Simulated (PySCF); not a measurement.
**Trend along the halogens: MC cations**

r²SCAN with triple-zeta basis sets in PySCF, for the lowest determinant that a PBE0 search found; no spin–orbit coupling. De refers to high-spin ground-configuration atoms (the charge goes to the atom of lower measured ionisation energy or higher electron affinity, which is not always the lowest computed limit). A positive dipole points towards C; it is taken about the centre of mass and depends on that origin.

```
 M               basis  charged atom  state (unpaired electrons)  Re (Å)  ωe (cm⁻¹)  De (eV)  μ (D)
 F         def2-TZVPPD            C+      singlet (closed shell)   1.159       1768     8.08   0.96
Cl         def2-TZVPPD            C+      singlet (closed shell)   1.543       1175     6.98  -0.23
Br  cc-pVTZ/cc-pVTZ-PP            C+      singlet (closed shell)   1.702        965     6.50   0.37
```

The shortest bond is that of CF⁺ (1.159 Å), the longest that of CBr⁺ (1.702 Å).

The rows differ in basis set, which adds steps of its own.

Down a group the atoms grow and get heavier, so bonds lengthen and wavenumbers fall; this series shows no clear exception.

For an ion De counts to the pair picked by the measured ionisation energies or electron affinities, which need not be the lowest pair at this level.
